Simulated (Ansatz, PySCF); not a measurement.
Molecule: CClF$_{2}$, net charge 0, doublet state. SMILES: [C](F)(Cl)F
Geometry: optimised at B3LYP-D3(BJ)/def2-TZVP (Ansatz, a program for electronic structure).

Wanted: atomisation energy, in kcal/mol. Set-up: 6-311+G** with 5d, 6d on Na to Ar in Ansatz; no dispersion term unless named; valence correlation only; no spin-orbit coupling; open shells spin-unrestricted; atomisation electronic, to ground-state atoms; non-relativistic. CBS(X,Y): correlation extrapolated as X^-3; Hartree-Fock from the larger set. The bracket is a focal-point correction in the basis named. Ab initio and DFT rows: single points at B3LYP-D3(BJ) geometries (Ansatz).

```csv
species,coefficient,"E at B3LYP/6-311+G** (Ansatz), Eh","E at M06-2X/def2-TZVPD (PySCF), Eh"
F[C](F)Cl,-1,-698.01921,-697.94113
C atom,+1,-37.85727,-37.84258
Cl atom,+1,-460.16762,-460.13314
F atom,+2,-99.76058,-99.73422
```

Coupled cluster (Ansatz) is a level with limits of its own, used here on species with T1 under 0.025 (0.045 for open shells) and stable references: RI-MP2/CBS(cc-pV(T+d)Z,cc-pV(Q+d)Z)+[CCSD(T)-MP2]/cc-pV(T+d)Z. Value to compare with, RI-MP2/CBS(cc-pV(T+d)Z,cc-pV(Q+d)Z)+[CCSD(T)-MP2]/cc-pV(T+d)Z (Ansatz): 307.5 kcal/mol. 1 Eh = 627.5095 kcal/mol.

Question: Work the quantity out at each level, and compare with RI-MP2/CBS(cc-pV(T+d)Z,cc-pV(Q+d)Z)+[CCSD(T)-MP2]/cc-pV(T+d)Z (Ansatz).

Answer: 
- B3LYP/6-311+G**: the sum of coefficient times E is 0.47316 Eh, or 296.91 kcal/mol. Result: 296.9 kcal/mol. Its difference against RI-MP2/CBS(cc-pV(T+d)Z,cc-pV(Q+d)Z)+[CCSD(T)-MP2]/cc-pV(T+d)Z (Ansatz) is -10.6 kcal/mol.
- M06-2X/def2-TZVPD: the sum of coefficient times E is 0.49697 Eh, or 311.85 kcal/mol. Result: 311.9 kcal/mol. Its difference against RI-MP2/CBS(cc-pV(T+d)Z,cc-pV(Q+d)Z)+[CCSD(T)-MP2]/cc-pV(T+d)Z (Ansatz) is 4.4 kcal/mol.
